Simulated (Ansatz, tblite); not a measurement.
Cost and result up the ladder for Fe(NH2)2 (FeN2H4) (7 atoms). Total charge 0; quintet. Geometry: PBE0-D4/def2-TZVP.

```xyz
7

Fe    0.000    0.000    0.000
N    -0.840    1.599    0.396
H    -0.469    2.328    0.988
H    -1.745    1.888    0.060
N     0.840   -1.599   -0.397
H     0.753   -2.456    0.127
H     1.462   -1.760   -1.174
```

Ansatz on 2 threads of Intel Xeon Platinum 8375C on a shared host; xTB runs through tblite on one thread. Times are rough, summed over both states, and most runs start from the orbitals of an earlier one. B2PLYP/def2-TZVP serves as the yardstick here, not as an exact answer. The other state is a sextet, and no other spin of it was run.

The xTB rows come from tblite. Correlated methods freeze 7 core orbitals; core or outer-core shells of Fe are correlated, in sets that lack core-valence functions. In CCSD on the charge 1 sextet the largest single amplitude is 0.33, so its Hartree–Fock determinant may place the open shell otherwise than the density functionals do.

Run but left out: HF/def2-TZVP, MP2/def2-TZVP (charge +1 sextet: a determinant that CCSD turns far, T1 0.066).

At PBE0-D4/def2-TZVP the highest occupied level of the quintet has α spin (-6.26 eV), and emptying it gives a quartet, which wasn't run; the ionisation energy to the sextet shown is then probably not the lowest one.

Correlated methods converge slowly with the basis.

Raw xTB energies of ions are shifted by several eV, and xTB has no spin-polarisation term.

```tsv
level	functions	vertical IE (eV)	difference from B2PLYP/def2-TZVP (eV)	remarks
GFN2-xTB	21	12.43	4.73	–
r2SCAN-D4/def2-TZVP (with forces)	131	7.51	-0.19	–
CAM-B3LYP-D4/def2-TZVP	131	8.05	0.35	–
PBE-D4/def2-TZVP	131	7.57	-0.13	–
revPBE-D4/def2-TZVP	131	7.51	-0.19	–
B2PLYP/def2-TZVP	131	7.71	0.00	–
CCSD(T)/def2-TZVP	131	7.75	0.04	large T1 (0.066) (+1 sextet)
GFN1-xTB	25	15.19	7.48	–
BLYP-D4/def2-TZVP	131	7.58	-0.13	–
PBE0-D4/def2-TZVP	131	7.81	0.10	–
```

**Question.** Estimate how long each takes.

**Answer.** GFN1-xTB 0.016 s; GFN2-xTB 0.017 s; PBE-D4/def2-TZVP 11 s; BLYP-D4/def2-TZVP 12 s; revPBE-D4/def2-TZVP 13 s; PBE0-D4/def2-TZVP 16 s; CAM-B3LYP-D4/def2-TZVP 24 s; r2SCAN-D4/def2-TZVP (with forces) 38 s; B2PLYP/def2-TZVP 44 s; CCSD(T)/def2-TZVP 3.2 min. On shared hardware such times vary by a factor of up to 3.
